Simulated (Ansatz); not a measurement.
```xyz
10

C    -0.983    0.527   -1.254
C    -0.920    0.155    0.014
F    -2.065    0.007    0.722
Si    0.636   -0.219    0.996
O     1.946   -0.194    0.002
H    -0.065    0.658   -1.812
H    -1.929    0.718   -1.750
H     0.858    0.829    2.018
H     0.449   -1.542    1.649
H     2.073   -0.940   -0.585
```

Total charge 0; spin multiplicity 1.

**Question.** List the ωB97M-V/def2-TZVPP orbital energies in eV (Ansatz). (An estimate is asked.)

**Answer.** The calculation gave: Occupied: -1807.62, -677.83, -526.47, -283.46, -281.60, -148.62, -102.76, -102.72, -102.71, -36.84, -31.23, -24.38, -19.82, -18.64, -17.01, -16.22, -15.73, -15.26, -13.93, -13.54, -13.02, -11.86, -11.21, -10.03. Lowest empty: 1.57, 1.84, 2.78, 3.41, 3.88, 4.10, 4.46, 4.85.
